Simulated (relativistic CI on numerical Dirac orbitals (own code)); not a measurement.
**Sensitivity of the levels of Ce V to α and to the nuclear radius**

These numbers are calculated, not measured: Dirac-Coulomb-Breit CI, orbitals from a KLI potential per configuration, valence Slater integrals scaled by 0.85, P86 correlation energy added to each configuration, derivatives by finite differences, QED left out (own radial code, finite nucleus).

CI space (outside the closed core [Kr] 4d10): 5s2.5p6, 5s2.5p5.5d, 5s2.5p5.4f, 5s2.5p5.5f, 5s.5p6.5d. Double excitations out of closed p, d and f shells are left out; levels of such configurations are missing from the list, as are those of other unlisted configurations, and high levels can miss mixing partners.

With x = (α/α₀)² − 1 an excitation energy changes as ω = ω₀ + qx; K = 2q/ω₀ is the relative enhancement. Terms are leading LS components, so labels can repeat. The field-shift factor is F = δν/δ⟨r²⟩ for the transition from the lowest level.

Lowest level 5s2.5p6 1S_0.

```tsv
Level	ω₀ (cm⁻¹)	q (cm⁻¹)	K	F (GHz/fm²)
5s2.5p5.4f 3D_1	110806	25540	0.461	-5.4
5s2.5p5.4f 3D_2	113949	27350	0.48	-5.41
5s2.5p5.4f 3G_5	117506	27430	0.467	-5.2
5s2.5p5.4f 3G_4	117729	26150	0.444	-5.34
5s2.5p5.4f 3D_3	118930	29680	0.499	-5.41
5s2.5p5.4f 3G_3	122921	27860	0.453	-5.37
5s2.5p5.4f 3F_4	126521	28480	0.45	-5.25
5s2.5p5.4f 1D_2	128846	27740	0.431	-5.39
5s2.5p5.4f 3G_3	143400	50930	0.71	-6.52
5s2.5p5.4f 3F_3	146564	51970	0.709	-6.41
5s2.5p5.4f 3F_4	147105	53750	0.731	-6.49
5s2.5p5.4f 3F_2	149656	52900	0.707	-6.72
5s2.5p5.5d 3P°_0	180403	910.9	0.0101	2.11
5s2.5p5.5d 3P°_1	183302	2602	0.0284	2.09
5s2.5p5.5d 3P°_2	188916	5353	0.0567	2.1
5s2.5p5.5d 3F°_4	189664	3439	0.0363	2.27
5s2.5p5.5d 3F°_3	191275	2089	0.0218	2.15
5s2.5p5.5d 3F°_2	195349	3123	0.032	2.16
5s2.5p5.5d 3D°_3	201447	3068	0.0305	2.38
5s2.5p5.5d 3D°_1	211759	14230	0.134	1.69
5s2.5p5.5d 3F°_2	216553	28460	0.263	0.865
5s2.5p5.5d 3D°_2	220826	30010	0.272	1.03
5s2.5p5.5d 1F°_3	223260	31140	0.279	0.986
```

At this charge configurations can still be misplaced by up to about 7 % of their energy. Levels and lines within the n = 5 or 6 shells can be off by up to 10 % or somewhat more, and those that change n by about 2 %, since core polarisation is missing. Levels that differ in their count of f electrons can be misplaced by several ten thousand cm⁻¹, since the correlation energy of f electrons is missing or only estimated; rates across such gaps can be off by orders of magnitude.
